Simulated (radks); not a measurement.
Excited configurations of the nitrogen ion N2+: one electron is placed in a higher orbital outside [He] 2s2. The ground configuration is [He] 2s2 2p1. Method: scalar-relativistic Kohn-Sham, PBE, spin-unpolarised, spherical densities, point nucleus; computed with a radial shooting solver on a logarithmic mesh with Libxc functionals. Excitation = E - E(ground); binding = E(ion) - E, where the ion is the core of charge +3; n* = 3/sqrt(2 binding) in atomic units, and the quantum defect is n - n*.

outer orbital  excitation (eV)  binding (eV)     n*  eigenvalue (eV)  <r> (bohr)
3p                      29.803        17.279  2.662          -14.334       3.290
5p                      41.201         5.881  4.563           -5.064       10.34
5f                      41.989         5.093  4.903           -4.265       10.22
6f                      43.480         3.601  5.831           -3.072       15.43
7p                      44.153         2.929  6.466           -2.564       21.22

The Delta-SCF ionisation energy is 47.082 eV (NIST Atomic Spectra Database: 47.445 eV, semi-empirical). Self-interaction in the functional shifts the binding energies and quantum defects, so they are the method's values and not measured ones. Spin polarisation and multiplet splitting are left out, so open shells lie too high by an amount that depends on their filling.

Beside tabulated values, note that spin-unpolarised runs miss the spin-polarisation part of the exchange energy of open shells.
